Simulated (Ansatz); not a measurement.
Ideal-gas functions of `[NH2][Ga]([NH2])[OH]` at 500 K and 1 bar, from an Ansatz frequency run at PBE0-D4/def2-TZVP.

Molar mass 118.78 g/mol, point group C1 (symmetry number 1), electronic degeneracy 1, moments of inertia 83.666, 90.595, 173.805 u Å². Harmonic wavenumbers (cm⁻¹, unscaled): 162, 180, 195, 205, 286, 297, 311, 339, 660, 709, 725, 731, 807, 846, 1562, 1571, 3607, 3611, 3707, 3713, 3920.

Use S(trans) = R[1.5 ln M + 2.5 ln T − 1.1517]; rotational temperatures θ = 24.2544 K / I; S(rot) = R[ln(√π/σ · √(T³/θAθBθC)) + 1.5]; for each mode x = 1.438777 ν̃/T, S = R[x/(eˣ − 1) − ln(1 − e⁻ˣ)] and H = RT x/(eˣ − 1); 1 cm⁻¹ = 0.0119627 kJ/mol; R = 8.31446 J/(mol·K).

Task: By hand: the entropy, in J/(mol·K).

Result: Translation 179.2. Rotation: θ = 0.2899, 0.2677, 0.1395 K, giving 113.6. Vibration, mode by mode: 14.74, 13.88, 13.23, 12.82, 10.17, 9.87, 9.51, 8.84, 4.13, 3.69, 3.56, 3.51, 2.96, 2.71, 0.52, 0.50, 0.00, 0.00, 0.00, 0.00, 0.00, in all 114.6. Electronic 0.0. Sum 407.4 J/(mol·K).

Task: By hand: H − E and G − E in kJ/mol, counted from the electronic energy.

Result: Zero-point energy ½ × 28144 × 0.0119627 = 168.3; thermal vibration 30.5; translation, rotation and pV give 4 RT = 16.6. H − E = 215.4 kJ/mol, and G − E = 215.4 − 500 × 407.4/1000 = 11.7 kJ/mol.

Vibration gives 28 % of the entropy. The sum counts one conformer and one mirror image; others add a mixing term.
